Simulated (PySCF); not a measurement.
Telling isomers of C8H9F apart by NMR

Rapidly exchanging positions averaged, a single conformation, non-relativistic, gas phase. Geometry: GFN2-xTB; PBE0/pcSseg-1 with gauge-including orbitals; PySCF 2.14.

Scale: TMS for ¹H (31.72 ppm) and ¹³C (186.93 ppm) (reference shieldings calculated alike). Splittings of carbon signals by F and P are missing where no couplings were computed. Where no couplings were computed, multiplicities follow the n + 1 count of equivalent neighbours, and m marks all less simple cases (inequivalent or close neighbours, rings, F or P nearby). Shifts are as computed. Against solution values, carbons near 30 ppm lie about +3 ppm off and those near 130 ppm about +5 ppm. Of 1211 compounds with measured shifts, 218 miss one by over three times the rms of a fit or turn the order of signals round; such compounds aren't used in these exercises.

(1) Tabulate the signals of `C=C1C(=C)C(CF)C1=C`, `C=CC1=C[C@@H](F)CC1=C` and their relative energies.

(2) What is the quickest way to tell C=C1C(=C)C(CF)C1=C from C=CC1=C[C@@H](F)CC1=C?

Results:

(1) 
```json
{"SMILES": "C=C1C(=C)C(CF)C1=C", "carbon types": "3×C 1×CH 4×CH2", "δC": "154.6, 153.1, 113.0, 108.7, 89.8, 53.7", "δH": "5.81 (d, 2H), 5.63 (s, 2H), 5.46 (d, 2H), 4.67 (m, 2H), 3.75 (m, 1H)", "E rel. (kcal/mol)": "24.3"}
{"SMILES": "C=CC1=C[C@@H](F)CC1=C", "carbon types": "2×C 3×CH 3×CH2", "δC": "154.9, 152.8, 144.2, 138.3, 129.5, 112.5, 98.1, 44.6", "δH": "6.84 (m, 1H), 6.34 (m, 1H), 6.03 (m, 1H), 5.99 (m, 1H), 5.85 (m, 1H), 5.64 (br s, 1H), 5.36 (br s, 1H), 3.10 (m, 1H), 2.97 (m, 1H)", "E rel. (kcal/mol)": "0.0"}
```

Energies are electronic energies at PBE0/pcSseg-1 on these geometries, without zero-point or thermal terms, each for the one conformer computed, which needn't be the lowest.

(2) Count the carbon signals: 6 against 8. The first has an allylic sp3 CH at 53.7 ppm, the second an alkene CH at 144.2 ppm. Their most deshielded carbons lie at 154.6 and 154.9 ppm. In the proton spectra the most deshielded non-exchanging signals are 5.81 (d, 2H) and 6.84 (m, 1H).
